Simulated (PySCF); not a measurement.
MoOF₃, SMILES [O]=[Mo]([F])([F])[F] (connectivity only; charge and spin as stated), neutral, multiplicity 2.

Coordinates come from a B3LYP-D3(BJ)/def2-SVP optimisation. The spin state was assumed, not searched. The isomer is the one that the SMILES or the coordinates give; other isomers of the formula were not compared. The def2 effective core potentials stand for the cores of Mo; spin–orbit coupling is left out.

These are TDA-ωB97X/def2-SVPD (PySCF) values and carry that method's errors.

Vertical excitations. 

| state | energy (eV) | λ (nm) | f | main pairs |
|---|---|---|---|---|
| root 1 | 0.70 | 1766 | 0.000 | α HOMO→LUMO 97 % |
| root 2 | 2.30 | 540 | 0.000 | α HOMO→LUMO+1 97 % |
| root 3 | 2.69 | 460 | 0.001 | α HOMO→LUMO+2 64 %, α HOMO→LUMO+3 33 % |
| root 4 | 3.25 | 381 | 0.000 | α HOMO→LUMO+3 61 %, α HOMO→LUMO+2 29 % |
| root 5 | 5.15 | 241 | 0.001 | α HOMO−1→LUMO 53 %, β HOMO−1→LUMO 25 %, β HOMO−1→LUMO+2 5 % |
| root 6 | 5.44 | 228 | 0.000 | α HOMO−2→LUMO 73 %, β HOMO→LUMO 14 % |
| root 7 | 5.77 | 215 | 0.000 | α HOMO−3→LUMO 70 %, β HOMO−2→LUMO 15 % |
| root 8 | 5.87 | 211 | 0.001 | α HOMO−2→LUMO 16 %, β HOMO→LUMO 74 % |
| root 9 | 6.13 | 202 | 0.000 | β HOMO→LUMO+1 71 %, β HOMO−1→LUMO 12 % |
| root 10 | 6.15 | 202 | 0.000 | α HOMO→LUMO+4 73 % |
Unrestricted roots are not spin-pure.
